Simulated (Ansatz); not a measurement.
Frontier orbitals of CH$_{4}$BClSi.

Cartesian coordinates in Å:
```
Cl -2.473 -1.423 0.534
C -0.919 -0.802 0.171
B -0.560 0.620 0.207
Si 1.263 0.615 -0.282
H -0.250 -1.618 -0.088
H -1.261 1.539 0.485
H 1.960 -0.660 -0.592
H 2.240 1.729 -0.435
```

The species carries charge 0 and has multiplicity 1. The bonds changed during the relaxation, so this is another structure than the one it started from. The structure was optimised at the PBE0-D4/def2-TZVP level. Basis def2-TZVPP, the Gaussian-basis code of Ansatz.

Orbital energies of one run (eV). Highest occupied ones, from the top: -7.38, -9.51, -10.17, -11.47, -11.52, -12.24, -13.82, -15.33, -17.05, -20.66, -26.73, -106.08, -106.13, -106.26. Empty: -2.29, 1.38, 1.58, 1.75, 1.85, 2.18.

Question: Which functional gave them?
A. HSE06 (plane-wave form)
B. B3LYP
C. LC-ωPBE
D. BHLYP

Answer: D. HOMO energies: BHLYP -7.38, B3LYP -6.55, LC-ωPBE -8.98, HSE06 -6.38 eV.

B3LYP here is the variant with VWN-RPA as its local correlation; programs differ in this. LC-ωPBE has ω = 0.4 bohr⁻¹.
